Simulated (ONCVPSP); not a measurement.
**Transferability test, ONCV potential for carbon**

ONCVPSP 4.0.1 input, shortened (lines: element, Z, core and valence counts, functional; n l f; lmax; l rc ep ncon nbas qcut; lloc lpopt rc5 dvloc0; l nproj debl; icmod fcfact rcfact), PBE, scalar-relativistic:

```
  C 6.00    1    2        4      upf
    1    0    2.00
    2    0    2.00
    2    1    1.00
    2
    0    0.85    0.00    4    8    7.30
    1    1.35    0.00    5    8    6.80
    2    1.50    0.21    4    8    6.00
    4    5    0.65    2.00
    0    3    0.50
    1    2    2.50
    2    2    2.40
    4    0.70    0.00
```

In the s channel the program set the typed energies aside and used -0.947, 0.250, 0.750 Ha.

Energies are relative to the spin-unpolarised reference configuration 2s2 2p1; without spin polarisation the order of configurations can differ from experiment.

```
valence configuration  charge  ΔE all-electron (eV)  error AE − PS (meV)
              2s2 2p2       0               -10.861                 +4.6
              2s1 2p0      +3                72.350                  +67
              2s1 2p3       0                -2.383                  +12
```

**Question.** What are ΔE and the potential's error for 2s2 2p0?

**Answer.** ΔE = 24.156 eV all-electron; the error (AE − PS) is +17 meV.

Levels in the configuration 2s2 2p0:

```
level  all-electron (eV)  pseudo (eV)
   2s            -40.379      -40.346
```

Note: ghosts flagged at negative energy: s at -325.8 eV, d at -75.2 eV; GHOST(+) flagged for s at 199.5 eV. A true bound ghost makes a file unfit for plane-wave use.
